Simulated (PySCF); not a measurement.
**Excitation energy of In by level of theory**

In [Kr] 4d10 5s2 5p1 (2P) → In [Kr] 4d10 5s2 6s1 (2S), as a difference of total energies. Computed with PySCF 2.14 in aug-cc-pwCVTZ-DK3 with one added diffuse shell each of s, p, d, f type (11s10p8d5f1g, 125 functions), with scalar relativity by spin-free X2C-1e. Correlated levels: valence: [Kr] 4d10 frozen; valence and next inner shell: [Ar] 3d10 frozen. The calculations carry no spin-orbit coupling.

```csv
method,excitation energy (eV)
UHF,2.669
LDA,2.828
PBE,2.709
PBE0,2.779
r2SCAN,2.945
r2SCANh,2.955
M06,2.707
revPBE,2.662
MP2 (valence),2.739
SCS-MP2 (valence),2.741
MP2 (valence and next inner shell),2.716
SCS-MP2 (valence and next inner shell),2.692
```

Errors of the correlated levels include the incompleteness of this basis and the frozen core.

**Question.** Which method comes closest to the reference value, and which is furthest?

**Answer.** The reference is 2.839 eV (measured; NIST levels, between the centres of gravity of the two terms). Closest: LDA (error -0.011 eV); furthest: revPBE (error -0.177 eV).
